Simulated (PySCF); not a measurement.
Compound: C₃H₉B.
SMILES: `BCCC`

The closed-shell SCF was solved with PySCF and density fitting under several settings on one GFN2-xTB geometry (grid level 2 and gas phase unless stated).

```tsv
settings	basis functions	SCF cycles	E (Eh)	HOMO (eV)	LUMO (eV)	dipole (D)
PBE0/pcSseg-1	113	12	-144.3497	-8.71	-1.28	0.51
PBE0/def2-SVPD	152	12	-144.2718	-8.70	-1.28	0.55
PW91/STO-3G	29	10	-142.7541	-6.00	0.22	0.55
X3LYP/cc-pVTZ, fitting basis def2-universal-jkfit, energy threshold 1e-06 Eh	246	7	-144.5384	-8.50	-1.44	0.53
HSE06/def2-SVPD	152	12	-144.2838	-8.31	-1.66	0.55
PBE0/def2-SVP	101	12	-144.2644	-8.65	-1.20	0.57
```

Problem. Estimate the rows for these settings: (1) HSE06/cc-pVDZ, IEF-PCM dichloromethane; (2) HCTH407/def2-SVP; (3) B97-2/6-311+G(2d,p).

Solution. 
```json
{"settings": "HSE06/cc-pVDZ, IEF-PCM dichloromethane", "basis functions": "101", "SCF cycles": "12", "E (Eh)": "-144.3854", "HOMO (eV)": "-8.09", "LUMO (eV)": "-1.47", "dipole (D)": "0.70"}
{"settings": "HCTH407/def2-SVP", "basis functions": "101", "SCF cycles": "12", "E (Eh)": "-144.4772", "HOMO (eV)": "-7.46", "LUMO (eV)": "-2.24", "dipole (D)": "0.61"}
{"settings": "B97-2/6-311+G(2d,p)", "basis functions": "162", "SCF cycles": "12", "E (Eh)": "-144.5540", "HOMO (eV)": "-8.41", "LUMO (eV)": "-1.28", "dipole (D)": "0.52"}
```

Problem. Over all rows, what range does the HOMO–LUMO gap span?

Solution. From 5.22 eV (HCTH407/def2-SVP) to 7.45 eV (PBE0/def2-SVP). The functional of the narrowest has no exact exchange, that of the widest 25 % exact exchange.

Problem. Compare two rows with the functional PBE0: PBE0/def2-SVP and PBE0/def2-SVPD. Which energy is lower, and by how much?

Solution. PBE0/def2-SVPD (152 functions) lies 0.0074 Eh or 4.6 kcal/mol below PBE0/def2-SVP (101 functions).

Cycle counts include a coarse-grid stage where the run had one. All basis functions are spherical, in the Pople sets too. One conformer (not necessarily the lowest) at the GFN2-xTB geometry, without vibrations or thermal averaging.

Conformer computed: `[BH2:1][CH2:2][CH2:3][CH3:4]`: B1–C2–C3–C4 180°.
